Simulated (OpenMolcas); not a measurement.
# Tb³⁺: CASPT2 settings compared

```json
{
  "Program": "OpenMolcas",
  "Basis": "ANO-R2 [8s6p4d3f1g]",
  "Scalar Hamiltonian": "X2C, finite nucleus",
  "Active space": "8 electrons in 7 orbitals (4f)",
  "State averaging": "2S+1 = 7 even, 7 roots; 2S+1 = 5 even, 77 roots kept (CI in the orbitals of an earlier block); 2S+1 = 3 even, 45 roots kept (CI in the orbitals of an earlier block); 2S+1 = 1 even, 1 root kept (CI in the orbitals of an earlier block, 0 in the spin-orbit step)",
  "Spin-orbit coupling": "state interaction with AMFI integrals over the reference wave functions, term energies averaged over their components"
}
```

Methods on the same reference wave functions:
A. CASSCF
B. SS-CASPT2, IPEA 0 Eh, no level shift (closed shells correlated: 4d 5s 5p)
C. SS-CASPT2, IPEA 0.15 Eh, imaginary shift 0.25 Eh (closed shells correlated: 5s 5p)
D. XMS-CASPT2, IPEA 0.5 Eh, imaginary shift 0.5 Eh (closed shells correlated: 5s 5p)

Energies in cm⁻¹ above 4f⁸ ⁷F₆, the measured ground level; measured values from Martin, Zalubas and Hagan, Atomic Energy Levels: The Rare-Earth Elements, NSRDS-NBS 60 (1978).

```json
{"Level": "4f⁸ ⁷F₆", "A": "0.0", "B": "0.0", "C": "0.0", "D": "0.0", "Measured": "0.0"}
{"Level": "4f⁸ ⁷F₅", "A": "1981", "B": "1990", "C": "1982", "D": "1977", "Measured": "2052"}
{"Level": "4f⁸ ⁷F₄", "A": "3350", "B": "3310", "C": "3330", "D": "3340", "Measured": "3314"}
{"Level": "4f⁸ ⁷F₃", "A": "4438", "B": "4390", "C": "4410", "D": "4430", "Measured": "4292"}
{"Level": "4f⁸ ⁷F₂", "A": "5257", "B": "5210", "C": "5230", "D": "5250", "Measured": "4978"}
{"Level": "4f⁸ ⁷F₁", "A": "5814", "B": "5770", "C": "5790", "D": "5810", "Measured": "5432"}
{"Level": "4f⁸ ⁷F₀", "A": "6097", "B": "6060", "C": "6080", "D": "6100", "Measured": "5654"}
{"Level": "4f⁸ ⁵D₄", "A": "24195", "B": "21080", "C": "22550", "D": "23960", "Measured": ""}
{"Level": "4f⁸ ⁵D₃", "A": "29747", "B": "26660", "C": "28120", "D": "29510", "Measured": ""}
{"Level": "4f⁸ ⁵L₁₀", "A": "30214", "B": "29050", "C": "30540", "D": "31680", "Measured": ""}
{"Level": "4f⁸ ⁵L₉", "A": "31648", "B": "30450", "C": "31940", "D": "33080", "Measured": ""}
{"Level": "4f⁸ ⁵D₂", "A": "32245", "B": "28910", "C": "30450", "D": "31920", "Measured": ""}
{"Level": "4f⁸ ⁵L₈", "A": "32888", "B": "31680", "C": "33160", "D": "34300", "Measured": ""}
{"Level": "4f⁸ ⁵G₅", "A": "33206", "B": "30040", "C": "31650", "D": "33010", "Measured": ""}
{"Level": "4f⁸ ⁵G₆", "A": "33292", "B": "30180", "C": "31760", "D": "33110", "Measured": ""}
{"Level": "4f⁸ ⁵G₄", "A": "33682", "B": "30480", "C": "32100", "D": "33470", "Measured": ""}
{"Level": "4f⁸ ⁵L₇", "A": "33954", "B": "32750", "C": "34230", "D": "35370", "Measured": ""}
{"Level": "4f⁸ ⁵G₃", "A": "34423", "B": "31190", "C": "32810", "D": "34180", "Measured": ""}
{"Level": "4f⁸ ⁵D₁", "A": "34465", "B": "31190", "C": "32700", "D": "34160", "Measured": ""}
{"Level": "4f⁸ ⁵L₆", "A": "34857", "B": "33690", "C": "35160", "D": "36290", "Measured": ""}
{"Level": "4f⁸ ⁵G₂", "A": "35228", "B": "31950", "C": "33580", "D": "34950", "Measured": ""}
{"Level": "4f⁸ ⁵D₀", "A": "35605", "B": "32350", "C": "33860", "D": "35300", "Measured": ""}
{"Level": "4f⁸ ⁵H₇", "A": "37318", "B": "34340", "C": "35990", "D": "37440", "Measured": ""}
{"Level": "4f⁸ ⁵H₆ [61 %]", "A": "39035", "B": "35970", "C": "37620", "D": "39050", "Measured": ""}
```

Deviations, from unrounded energies. A percentage is the sum of absolute deviations over the sum of measured energies, with the sign that they share, or ± where signs differ.

| Against measurement | Levels | A | B | C | D |
| --- | --- | --- | --- | --- | --- |
| mean absolute deviation (cm-1) | 6 | 230 | 190 | 210 | 220 |
| fine structure of the ground term (%) | 6 | ±5.3 | ±4.4 | ±4.8 | ±5.2 |

B lies closest to measurement on these levels and A furthest from it. The largest miss of B in the table is 4f⁸ ⁷F₀, by +410 cm-1. The ranking rests on the paired levels alone, and a cruder setting can come out closer through cancelling errors.

Among B to D the level of the table that moves most is 4f⁸ ⁵H₇, by 3100 cm-1 (lowest in B, highest in D). Moves below CASPT2's spread within the term are not significant.

The mean deviations of B to D differ by less than CASPT2's widest spread within a term (700 cm-1), so their order carries little weight.

From A to B the spin-free energies of the other terms of 4f⁸ shown, above ⁷F, scale by factors of 0.87 to 0.96, as is usual when dynamic correlation screens the repulsion within a d or f shell.

The lowest spin-free term lies below A's lowest term by 0.969 hartree in B, 0.555 hartree in C, 0.548 hartree in D.

CASPT2 does not keep the components of a term degenerate, so their means are used; among the terms shown or strongly mixed into the levels shown the widest spread is 700 cm-1 (4f⁸ ⁵L, D). High states are left out of the spin-orbit mixing, which shifts the levels that they would mix with. Terms from blocks run as CI alone lack orbitals of their own. Without dynamic correlation excited terms often stand tens of per cent too high (terms of higher spin than the ground term too low), and those without a measured partner can miss by more than the paired ones (holds for A). The CASPT2 spread within a term exceeds the gap to the next term for 4f⁸ ⁵G and 4f⁸ ⁵L, so the order of their levels is uncertain, and so are names and mixing where such terms share a J (holds for D). Computed and measured levels are paired by configuration, term and J; levels that our copy of the source lacks, or whose pairing is in doubt (as where it misses far off the trend of its configuration), stay unpaired and out of the deviations. Levels of configurations outside the active space are missing. The table leaves out levels that lie high or whose names do not pair safely across all columns.

A share in square brackets marks a mixed level and gives the weight of the term that names it, the lowest over the columns.
